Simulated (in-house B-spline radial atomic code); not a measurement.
The numbers below are computed, except where a source is named.
Two electrons in Si: a parabolic dot with ħω = 79.1 meV in all three directions with an ionised donor at its centre

For Si the NSM archive of the Ioffe Institute lists m_l = 0.98 m0, m_t = 0.19 m0 and ε = 11.7; the model takes one isotropic valley with the conductivity mass 3/(1/m_l + 2/m_t) = 0.26 m0, and so misses anisotropy and the other valleys. All triplets below are those of one valley; with several valleys two electrons can form a triplet in the 1s orbital itself, at an energy set by the valley splitting. Real donors also feel a central-cell potential, which shifts the ground state.

Effective-mass model with parabolic bands, a uniform dielectric constant, no image charges, no central-cell or spin-orbit terms. Two-electron levels come from full CI in B-splines with partial waves to l = 5 (up to 0.001 effective hartree above the limit).

Q: What are the effective units, and what is the potential in them?

A: Ha* = 27211.386 meV × 0.26/11.7² = 51.68 meV and a* = 0.0529177 nm × 11.7/0.26 = 2.381 nm. The frequency is ω = 1.53 Ha*, with −1/r added.

In these units the lowest s and p orbitals lie at 0.7149 and 2.8564, and their Coulomb and exchange integrals are J_ss = 1.2087, J_sp = 0.9112 and K_sp = 0.1603. Full CI gives 2.5540 for the ground singlet, 4.3020 for the sp triplet, 4.5716 for the sp singlet and 5.5493 for the lowest triplet of two s orbitals.

Q: What does it cost to add the second electron, to first order and exactly?

A: To first order E = 2ε_s + J_ss = 2.6385, so the charging energy E(2) − 2E(1) is J_ss = 62.47 meV. CI gives 2.5540 − 2 × (0.7149) = 1.1243, or 58.11 meV: relaxation and correlation lower it by 4.363 meV, 7.0 % of J_ss. The s² configuration of one-electron orbitals holds 98.2 % of the state, and the mean radius is 1.92 nm.

Q: How far above the singlet do the triplets lie?

A: To first order the sp triplet lies at ε_s + ε_p + J_sp − K_sp = 4.3222, which is 87.02 meV above 2ε_s + J_ss. CI gives 4.3020 − (2.5540) = 1.7479, or 90.34 meV, 82 % of the orbital spacing of 110.7 meV. The ss triplet lies 154.8 meV up, so the lower of the two is the sp one, and its gap equals k_BT at 1050 K. The sp singlet-triplet splitting is 13.93 meV, against 2K_sp = 16.57 meV.
